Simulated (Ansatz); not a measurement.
Cartesian coordinates in Å:
```
B 1.3859 1.0256 -0.0102
C -0.0447 0.8898 -0.2901
N -0.5750 -0.1864 -1.1722
Al -0.0640 -1.0026 0.5502
O -1.3894 -1.2813 1.5830
H 2.1832 0.3058 -0.5533
H 1.7503 1.8345 0.7924
H -0.8360 1.5153 0.1101
H -1.5441 -0.0643 -1.4307
H -0.0099 -0.3267 -1.9996
H 1.0353 -2.1103 0.3981
H -1.8916 -0.5994 2.0222
```

Charge 0, multiplicity 1. The bonds changed during the relaxation, so this is another structure than the one it started from.

Q: List the B3LYP/def2-TZVPP orbital energies in eV (Ansatz). (Estimate.)

A: The calculation gave: Occupied: -1524.23, -519.78, -391.29, -277.33, -182.37, -112.19, -72.87, -72.82, -72.73, -26.31, -25.82, -18.67, -15.53, -13.96, -13.54, -12.77, -11.29, -9.68, -9.35, -9.06, -8.74, -8.24, -6.77. Lowest empty: -0.47, -0.14, 0.28, 0.95, 1.22, 1.87, 2.26, 2.55.

B3LYP here is the variant with VWN-RPA as its local correlation; programs differ in this.
